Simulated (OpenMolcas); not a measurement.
**Ta4+: moving the ligands**

Ta4+ with 6 ligands (bromide) in trigonal prismatic coordination (D3h) at 2.59 Å, a polar angle of 45.2° against the regular 49.1°. A charge of +0.333 e stands 2.6 Å behind each ligand. Ligand basis ANO-RCC-VDZP.
```
Ta    0.0000    0.0000    0.0000
Br    1.8369    0.0000    1.8259
Br   -0.9184    1.5908    1.8259
Br   -0.9184   -1.5908    1.8259
Br    1.8369    0.0000   -1.8259
Br   -0.9184    1.5908   -1.8259
Br   -0.9184   -1.5908   -1.8259
```

* Program: OpenMolcas
* Method: CASSCF
* Basis: ANO-RCC-VDZP [7s6p4d2f1g]
* Scalar Hamiltonian: DKH2, point nucleus
* Active space: 1 electron in 5 orbitals (5d)
* State averaging: 2S+1 = 2 even, 5 roots
* Spin-orbit coupling: RASSI with atomic mean-field integrals over the reference wave functions

Runs around this geometry, states (labels of D3, the rotations of D3h). Energies in cm-1 above the lowest state or level, χT in cm3 K/mol.

```
R (Å)  Polar angle / regular  Ground state  First state of that spin  First gap with spin-orbit (degeneracies)  χT at 300 K
 2.59                   0.92           2A1                   2E 2665                              962.7 (2, 2)        0.279
 2.77                   0.92           2A1                  2E 994.5                              794.5 (2, 2)        0.073
 2.59                  0.966           2A1                   2E 2978                               1298 (2, 2)        0.276
```

Taking the first state of the same spin as R^-n, n = -ln(994.5 / 2665) / ln(2.77 / 2.59) = 14.7 between the shortest and longest distance.

With metal d orbitals alone the field can be off either way by tens of per cent. Ligand-to-metal charge-transfer states are missing. The least metal-like active orbital is 69 % on the metal (Löwdin) and no ligand orbital is active, so the numbers are rough (holds for R = 2.59, ratio = 0.92; R = 2.59, ratio = 0.966). The least metal-like active orbital is 74 % on the metal (Löwdin) and no ligand orbital is active, so the numbers are rough (holds for R = 2.77, ratio = 0.92). No measured value stands beside these numbers; the geometry is a model, was not optimised and need not be the one that this ion takes.
